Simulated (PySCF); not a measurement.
**Basis-set dependence of excited states**

C4H7Ga.
SMILES: `C[C@@H]1C=[C]1[GaH2]`

TDDFT with PBE0 (PySCF), vertical singlets, core orbitals frozen in the response, spherical d and f functions. Isolated species at its PBE0-D3(BJ)/def2-SVP geometry, gas phase. Relativistic effects, spin–orbit coupling among them, are left out although an element past zinc is present.

Q: How do the low singlets change with the basis? Take 6-31G*, def2-SVP, def2-SVPD, aug-cc-pVDZ, def2-TZVP and def2-TZVPD.

A: 

| basis | functions | diffuse | S1 (eV) | S2 (eV) | S3 (eV) | S4 (eV) | S5 (eV) | LUMO (eV) | α (au) |
| --- | --- | --- | --- | --- | --- | --- | --- | --- | --- |
| 6-31G* | 102 | no | 4.02 | 4.42 | 5.01 | 5.85 | 6.55 | -1.87 | 66.8 |
| def2-SVP | 123 | no | 4.08 | 4.50 | 4.97 | 5.86 | 6.53 | -1.93 | 68.9 |
| def2-SVPD | 174 | yes | 4.08 | 4.49 | 4.96 | 5.85 | 6.39 | -1.97 | 77.9 |
| aug-cc-pVDZ | 191 | yes | 4.03 | 4.42 | 4.95 | 5.82 | 6.22 | -1.98 | 79.7 |
| def2-TZVP | 214 | no | 4.05 | 4.46 | 4.97 | 5.84 | 6.36 | -1.95 | 76.0 |
| def2-TZVPD | 265 | yes | 4.04 | 4.45 | 4.97 | 5.83 | 6.29 | -1.96 | 79.5 |

States are compared by their number. Against the largest diffuse basis here (def2-TZVPD, itself not a converged limit), sets without diffuse functions differ by up to 0.04 eV in S1 and 0.26 eV in S5; the smaller diffuse sets differ by up to 0.04 and 0.10 eV. State by state, the largest deviation of a set without diffuse functions is S1 0.04, S2 0.05, S3 0.04, S4 0.03, S5 0.26 eV. The same number needn't mean the same state in each row. Against def2-TZVPD the polarisability deviates by -16% in 6-31G*, -13% in def2-SVP, -2% in def2-SVPD, 0% in aug-cc-pVDZ, -4% in def2-TZVP.
